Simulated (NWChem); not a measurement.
IrF$_{6}$, quartet; SMILES [F][Ir]([F])([F])([F])([F])[F]

All runs: NWChem. Spin-unrestricted. Medium grid unless said otherwise, to which SCAN and Minnesota functionals are sensitive. In the optimisation the excess spin sits in ag (Ci, its own frame). Geometry: optimised at PBE-D3(BJ)/def2-SVP, spin-unrestricted. No frequency run checked for a minimum. No stability test was run on the SCF state. def2 effective core potentials on Ir; no spin-orbit coupling.

For level r2SCAN0/def2-SVP:

| Item | Value |
|---|---|
| lowest empty minus highest occupied level, either spin (eV) | 4.49 |

What are these values for level MN15/def2-SVP?


| Property | Result |
|---|---|
| lowest empty minus highest occupied level, either spin (eV) | 4.84 |
